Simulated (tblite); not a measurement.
Species: C₃H₁₀GeS.
Bonds: C1–C2, C2–S3, S3–Ge4, Ge4–C5. Hydrogens: H6, H7, H8 on C1; H9, H10 on C2; H11, H12 on Ge4; H13, H14, H15 on C5.

Computed with GFN2-xTB (tblite), gas phase: L-BFGS steps from a force-field or distance-geometry start until the largest atomic force falls under 0.01 eV/Å.

Step 9: E = -454.5569 eV
```
atom  x, y, z in Å  |  force x, y, z in eV/Å
C1     -2.2722   -0.4049    0.2601    0.020   0.071   0.018
C2     -1.5992    0.7711   -0.4324   -0.040  -0.079   0.045
S3     -0.4634    0.2037   -1.7640   -0.118  -0.014   0.006
Ge4     1.1727   -0.7547   -0.6204    0.242  -0.104   0.124
C5      2.6489    0.5121   -0.2606   -0.051  -0.018  -0.062
H6     -2.8849   -0.0646    1.0970   -0.001   0.046  -0.149
H7     -2.8983   -0.9474   -0.4490    0.046   0.072   0.084
H8     -1.5260   -1.0986    0.6579   -0.097   0.099  -0.066
H9     -2.3257    1.4046   -0.9487    0.062  -0.129   0.065
H10    -1.0323    1.3978    0.2584   -0.015  -0.121   0.031
H11     1.6632   -1.9308   -1.4288   -0.018   0.032  -0.049
H12     0.7281   -1.3562    0.7047   -0.090   0.064  -0.069
H13     3.3152    0.1219    0.5030   -0.002   0.031  -0.043
H14     3.2127    0.6840   -1.1724    0.064   0.004  -0.013
H15     2.2568    1.4698    0.0677   -0.001   0.046   0.079
```

Step 10: E = -454.5623 eV
```
atom  x, y, z in Å  |  force x, y, z in eV/Å
C1     -2.2725   -0.4067    0.2625   -0.008   0.078  -0.015
C2     -1.6006    0.7657   -0.4308    0.063  -0.057  -0.033
S3     -0.4615    0.2080   -1.7651   -0.060  -0.072   0.046
Ge4     1.1803   -0.7542   -0.6190    0.136  -0.052   0.051
C5      2.6540    0.5180   -0.2605   -0.096  -0.075  -0.055
H6     -2.8885   -0.0539    1.0886   -0.021   0.031  -0.043
H7     -2.9014   -0.9471   -0.4419    0.013   0.017   0.012
H8     -1.5317   -1.1033    0.6634   -0.086   0.113  -0.046
H9     -2.3223    1.4014   -0.9505    0.039  -0.121   0.096
H10    -1.0280    1.3859    0.2590   -0.024  -0.070   0.057
H11     1.6569   -1.9324   -1.4314    0.008   0.032  -0.047
H12     0.7194   -1.3565    0.6981   -0.072   0.063  -0.043
H13     3.3195    0.1264    0.5018    0.025   0.027  -0.021
H14     3.2156    0.6848   -1.1743    0.060   0.042  -0.006
H15     2.2564    1.4720    0.0724    0.021   0.044   0.045
```

Step 11: E = -454.5654 eV
```
atom  x, y, z in Å  |  force x, y, z in eV/Å
C1     -2.2731   -0.4063    0.2634   -0.036   0.054  -0.029
C2     -1.6001    0.7615   -0.4303    0.110  -0.031  -0.053
S3     -0.4614    0.2090   -1.7650    0.011  -0.119   0.059
Ge4     1.1868   -0.7551   -0.6173    0.022  -0.009  -0.019
C5      2.6555    0.5204   -0.2612   -0.066  -0.059  -0.030
H6     -2.8907   -0.0473    1.0831   -0.042   0.037   0.025
H7     -2.9028   -0.9467   -0.4376   -0.018  -0.015  -0.042
H8     -1.5367   -1.1038    0.6658   -0.049   0.086  -0.012
H9     -2.3196    1.3972   -0.9496    0.008  -0.083   0.084
H10    -1.0260    1.3778    0.2604   -0.013  -0.034   0.073
H11     1.6534   -1.9327   -1.4337    0.030   0.021  -0.047
H12     0.7132   -1.3555    0.6935   -0.058   0.055  -0.015
H13     3.3222    0.1296    0.5004    0.029   0.023  -0.015
H14     3.2181    0.6861   -1.1751    0.041   0.056   0.006
H15     2.2567    1.4737    0.0757    0.031   0.017   0.014
```

Task: Estimate the geometry and energy of step 12. (The exact step hangs on the optimiser's Hessian estimate; all steps are aligned on step 11, rigid shifts and turns removed.)

Result: E = -454.5679 eV, largest force 0.166 eV/Å
```
atom  x, y, z in Å  |  force x, y, z in eV/Å
C1     -2.2746   -0.4049    0.2634   -0.060   0.019  -0.025
C2     -1.5974    0.7575   -0.4307    0.103  -0.007  -0.029
S3     -0.4608    0.2077   -1.7643    0.064  -0.147   0.044
Ge4     1.1921   -0.7561   -0.6164   -0.065   0.013  -0.065
C5      2.6557    0.5213   -0.2622   -0.006  -0.012  -0.003
H6     -2.8931   -0.0414    1.0793   -0.052   0.043   0.053
H7     -2.9044   -0.9469   -0.4350   -0.036  -0.024  -0.073
H8     -1.5420   -1.1024    0.6678   -0.010   0.047   0.021
H9     -2.3172    1.3924   -0.9472   -0.014  -0.034   0.051
H10    -1.0248    1.3709    0.2627    0.006  -0.008   0.076
H11     1.6511   -1.9324   -1.4363    0.048   0.009  -0.047
H12     0.7073   -1.3537    0.6894   -0.045   0.046   0.007
H13     3.3250    0.1327    0.4990    0.022   0.015  -0.016
H14     3.2206    0.6884   -1.1753    0.014   0.057   0.018
H15     2.2579    1.4751    0.0783    0.031  -0.015  -0.011
```

The energy changes by -0.0025 eV. The first-order estimate −F·Δx gives -0.0034 eV and the mean of the old and new forces, exact on a quadratic surface, -0.0025 eV. The step makes an angle of 56° with the force vector and moves no atom by more than 0.007 Å.

The cost below is that of the whole relaxation. The run took 0.4 s wall on Arm Neoverse V2, one thread, on a shared host.
